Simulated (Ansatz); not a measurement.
This Ansatz (a first-principles code) input (MP2/cc-pV(5+d)Z) gives -569.74778 Eh with 337 basis functions. A basis named .json is the Basis Set Exchange file of that set (core-valence sets with the plain set on hydrogen).

Ansatz 0.2 input:
```yaml
crystal:
  periodic: [false, false, false]
  atoms:
    - {symbol: Cl, position_ang: [1.09397806, 0.25531858, 0.10569071]}
    - {symbol: H, position_ang: [-0.17537376, 0.07700808, 0.17656529]}
    - {symbol: N, position_ang: [-3.55028504, -0.40104701, 0.35956915]}
    - {symbol: N, position_ang: [-2.47232073, -0.24864331, 0.30075072]}
basis:
  gaussian:
    orbitals: cc-pV_5+d_Z.json
magnetization: {spin_polarized: false}
correlation: {method: mp2, electrons: outside_noble_gas}
```

Change:
```diff
- orbitals: cc-pV_5+d_Z.json
+ orbitals: pcseg-4.json
```

Question: What does the run give now?

Answer: -569.73898 Eh (MP2/pcseg-4, 368 functions), a change of +8.80 mEh.
